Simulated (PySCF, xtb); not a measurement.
RuF₃, SMILES [F][Ru]([F])[F] (connectivity only; charge and spin as stated), neutral, multiplicity 4.

Harmonic wavenumbers (cm⁻¹) from GFN2-xTB (xtb 6.7.1) at its own minimum, in rising order: 87, 140, 152, 484, 500, 532.

Question: What does PBE0-D3(BJ)/def2-TZVP (PySCF 2.14.0) give at its own minimum? (Estimate from the structure and the level; the computed values follow.)

Answer: 138, 155, 196, 648, 680, 702. Paired by order, the mean absolute difference is 104 cm⁻¹ and the zero-point energies are 2.7 and 3.6 kcal/mol.
